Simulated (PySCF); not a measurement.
Geometry:
```
atom   x (Å)   y (Å)   z (Å)
  C1  -2.374  -1.018  -0.972
 Si2  -1.472   0.286   0.082
  C3  -1.592  -0.068   1.942
  C4  -1.943   2.060  -0.408
  N5   0.259   0.144  -0.304
  N6   0.773   0.616  -1.429
  C7   2.049   0.301  -1.385
  C8   2.303  -0.389  -0.180
 Si9   3.882  -1.115   0.506
 N10   1.145  -0.462   0.462
 H11  -2.125  -2.026  -0.652
 H12  -3.451  -0.906  -0.900
 H13  -2.101  -0.928  -2.020
 H14  -2.626  -0.173   2.256
 H15  -1.147   0.731   2.527
 H16  -1.068  -0.985   2.193
 H17  -3.008   2.236  -0.294
 H18  -1.679   2.254  -1.443
 H19  -1.420   2.789   0.204
 H20   2.727   0.562  -2.171
 H21   4.157  -0.544   1.825
 H22   4.957  -0.769  -0.430
 H23   3.751  -2.571   0.600
```

All values are calculated (PySCF 2.14): geometry from GFN2-xTB, σ from GIAO-PBE0/pcSseg-1. Gas phase, a single conformation, no relativistic terms, fast rotation and ring inversion assumed for equivalent nuclei.

Q: List the cross peaks expected in HSQC, COSY and HMBC spectra.

A: 

HSQC (one-bond C–H):
| δH | δC |
| --- | --- |
| 8.04 (H20) | 149.1 (C7) |
| 0.54 (H11/H12/H13/H14/H15/H16/H17/H18/H19) | 0.3 (C1/C3/C4) |

HMBC (two and three bonds, from the bond graph):
| δH | δC |
| --- | --- |
| 8.04 (H20) | 140.9 (C8) |
| 4.55 (H21/H22/H23) | 149.1 (C7), 140.9 (C8) |
| 0.54 (H11/H12/H13/H14/H15/H16/H17/H18/H19) | 0.3 (C1/C3/C4) |

No COSY cross peaks are expected.

Referencing at the same level of theory: ¹H (31.72 ppm) and ¹³C (186.93 ppm) vs TMS.

Shifts are as computed. Against solution values, carbons near 30 ppm lie about +3 ppm off and those near 130 ppm about +5 ppm. Of 1211 compounds with measured shifts, 218 miss one by over three times the rms of a fit or turn the order of signals round; such compounds aren't used in these exercises.
